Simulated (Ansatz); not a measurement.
Consider the hydrogenolysis of the Si–Si bond: `CN[SiH](N)[SiH3]` + H₂ → `CN[SiH2]N` + SiH₄.

Isolated molecules relaxed with PBE0-D4/def2-TZVP in Ansatz; ΔE leaves out vibrations. CCSD(T)/CBS adds triple-zeta CCSD(T) − MP2 to the extrapolated MP2 energy (def2 sets, frozen cores). This one scheme is used for every species. DFT in def2-TZVPP. Each species was taken in one conformer, which may not be the lowest.

```json
{"level": "r2SCAN-D4", "ΔE (kcal/mol)": "-4.9", "difference from CCSD(T)/CBS": "1.7"}
{"level": "ωB97X-V", "ΔE (kcal/mol)": "-7.0", "difference from CCSD(T)/CBS": "-0.4"}
{"level": "ωB97M-V", "ΔE (kcal/mol)": "-7.8", "difference from CCSD(T)/CBS": "-1.2"}
{"level": "B2PLYP", "ΔE (kcal/mol)": "-8.7", "difference from CCSD(T)/CBS": "-2.1"}
{"level": "PBE0", "ΔE (kcal/mol)": "-6.0", "difference from CCSD(T)/CBS": "0.6"}
{"level": "MP2/def2-TZVPP", "ΔE (kcal/mol)": "-7.4", "difference from CCSD(T)/CBS": "-0.8"}
{"level": "SCS-MP2/def2-TZVPP", "ΔE (kcal/mol)": "-9.2", "difference from CCSD(T)/CBS": "-2.6"}
{"level": "CCSD/def2-TZVPP", "ΔE (kcal/mol)": "-8.8", "difference from CCSD(T)/CBS": "-2.2"}
{"level": "SCS-MP2/def2-QZVPP", "ΔE (kcal/mol)": "-8.8", "difference from CCSD(T)/CBS": "-2.2"}
{"level": "HF/CBS(def2)", "ΔE (kcal/mol)": "-15.0", "difference from CCSD(T)/CBS": "-8.4"}
{"level": "CCSD(T)/CBS", "ΔE (kcal/mol)": "-6.6", "difference from CCSD(T)/CBS": "0"}
```

Largest T1 diagnostic among the species: 0.011.

In def2-TZVPP, CCSD(T) changes the Hartree–Fock value by +7.6 kcal/mol (the triples alone add +1.4 kcal/mol) and MP2 by +7.5 kcal/mol. The D4 term adds +3.0 kcal/mol with B3LYP and +1.7 kcal/mol with PBE0; it sums over pairs of atoms, weighted by their polarisabilities, and B3LYP, whose exchange is more repulsive, gets the larger term. From PBE to PBE0 (25 % exact exchange), in def2-TZVPP and without D4, ΔE moves by −1.7 kcal/mol.

B3LYP here is the variant with VWN-RPA as its local correlation; programs differ in this.
